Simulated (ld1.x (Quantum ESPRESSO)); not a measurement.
## gadolinium, TM: configuration errors across variants

| Property | Result |
| --- | --- |
| Element | gadolinium (Gd) |
| Generator | ld1.x (Quantum ESPRESSO) 7.5 |
| Type | norm-conserving Troullier–Martins (Kleinman–Bylander form) |
| Functional | PBEsol |
| Relativity | scalar-relativistic |
| Frozen core | [Kr] 4d10 4f7 |
| Valence charge | 11 |
| Reference configuration | 5s2 5p6 5d1 6s1.5 6p0 (charge +0.5) |
| Partial waves | 5p (bound): rc 1.50 bohr; 5d (bound): rc 2.05 bohr; 5s (bound): rc 1.45 bohr |
| Local potential | the s channel |
| Core correction | none |

Occupied shells without a wave of their own: 6s. They enter only through the test configuration that unscreens the potential.

All-electron excitation energies from the reference (eV): (1) 5s2 5p6 5d1 6s2 6p0 -2.692; (2) 5s2 5p6 5d1 6s1 6p0 3.981; (3) 5s2 5p6 5d1 6s0 6p0 16.027; (4) 5s2 5p6 5d0 6s2 6p1 -0.844; (5) 5s1 5p6 5d1 6s2 6p0 52.671; (6) 5s2 5p6 5d1.5 6s1.5 6p0 -1.847; (7) 5s2 5p5 5d1 6s2 6p0 29.634.

The file “all radii scaled by about 1.22 (s 1.78, p 1.84, d 2.50 bohr)” misses its own reference levels by 0.3 eV. The file “all radii scaled by about 1.30 (s 1.88, p 1.96, d 2.66 bohr)” misses its own reference levels by 0.6 eV. The file “all radii scaled by about 1.38 (s 2.00, p 2.06, d 2.82 bohr)” misses its own reference levels by 0.8 eV.

Errors AE − PS in meV (a dash: test not solved or not reliable):

```csv
change,(1),(2),(3),(4),(5),(6),(7),bound ghosts
base,+31,-40,-147,+50,-180,-2.1,-79,none
"all radii scaled by about 0.76 (s 1.10, p 1.14, d 1.56 bohr)",+43,-55,-206,+64,-142,-2.1,-52,none
"all radii scaled by about 0.84 (s 1.22, p 1.26, d 1.72 bohr)",+25,-32,-116,+42,-191,-2.1,-93,none
"all radii scaled by about 1.10 (s 1.60, p 1.66, d 2.26 bohr)",+64,-83,-316,+99,-105,-1.9,-6.0,none
"all radii scaled by about 1.22 (s 1.78, p 1.84, d 2.50 bohr)",+142,-185,-720,+215,+67,-1.8,+159,none
"all radii scaled by about 1.30 (s 1.88, p 1.96, d 2.66 bohr)",+249,-325,-1280,+364,+289,-1.8,+374,none
"all radii scaled by about 1.38 (s 2.00, p 2.06, d 2.82 bohr)",+354,-461,-1823,+500,+490,-2.1,+566,none
```

**Question.** Give the same row for: all radii scaled by about 0.96 (s 1.38, p 1.44, d 1.96 bohr).

**Answer.** +25, -32, -113, +40, -195, -2.1, -94; bound ghosts: none.
